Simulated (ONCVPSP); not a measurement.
**Pseudopotential generation for La: ONCV, LDA (Perdew-Zunger), scalar-relativistic.**

```
Element                 : La
Generator               : ONCVPSP 4.0.1
Type                    : optimised norm-conserving Vanderbilt (ONCV)
Functional              : LDA (Perdew-Zunger)
Relativity              : scalar-relativistic
Frozen core             : [Kr] 4d10
Valence charge          : 11
Reference configuration : 5s2 5p6 5d1 6s1 6p1
Partial waves           : 5s+6s: rc 2.35 bohr, ncon 4, nbas 8, qcut 5.5 1/bohr, 3 projectors, debl 0.7 Ha; 5p+6p: rc 2.35 bohr, ncon 3, nbas 7, qcut 7 1/bohr, 2 projectors; 5d: rc 3.85 bohr, ncon 4, nbas 8, qcut 4.9 1/bohr, 2 projectors, debl 0.5 Ha; f scattering state at 0.03 Ha: rc 3.95 bohr, ncon 4, nbas 9, qcut 3.1 1/bohr, 3 projectors, debl 2.7 Ha
Local potential         : polynomial inside 1.50 bohr (lpopt 4, dvloc0 -1 Ha)
Core correction         : none
```

In the f channel the program set the typed energies aside and used -0.209, 2.491, 5.191 Ha.

All-electron outer shells of the reference configuration (LDA (Perdew-Zunger), scalar-relativistic, ld1.x):

```json
{"shell": "4d", "level (eV)": "-104.96", "outermost node (bohr)": "0.32", "outermost maximum (bohr)": "0.68"}
{"shell": "5s", "level (eV)": "-40.17", "outermost node (bohr)": "0.77", "outermost maximum (bohr)": "1.41"}
{"shell": "5p", "level (eV)": "-23.57", "outermost node (bohr)": "0.83", "outermost maximum (bohr)": "1.58"}
{"shell": "6s", "level (eV)": "-4.45", "outermost node (bohr)": "1.85", "outermost maximum (bohr)": "3.69"}
{"shell": "5d", "level (eV)": "-4.10", "outermost node (bohr)": "0.95", "outermost maximum (bohr)": "2.21"}
{"shell": "6p", "level (eV)": "-1.93", "outermost node (bohr)": "2.19", "outermost maximum (bohr)": "4.86"}
```

Task: Does the generator finish with these settings?

Result: Yes, a potential is produced and its reference levels are reproduced.

Task: Estimate the cutoffs (Ha) at which the residual kinetic energy of the hardest occupied pseudo-wave falls to 1 and 0.1 mHa per electron.

Result: 14 Ha and 17 Ha.

Task: Does the potential have ghost states?

Result: No bound ghost flagged but for a GHOST(-) flag that falls on a real empty level of the atom; GHOST(+) flagged for s at 128.9 eV.

Task: Which valence shell sets the plane-wave cutoff?

Result: 5p: 14 Ha for 1 mHa per electron, against 10 Ha for 5s.

Task: Tests: 5s2 5p6 5d1 6s2 6p0; 5s2 5p6 5d1 6s1 6p0; 5s2 5p6 5d1 6s0 6p0; 5s2 5p6 5d0 6s2 6p0. Which has the largest error in its energy relative to the reference configuration, and how large is it?

Result: 5s2 5p6 5d1 6s0 6p0, with -2.9 meV (all-electron minus pseudo) on +14.86 eV.
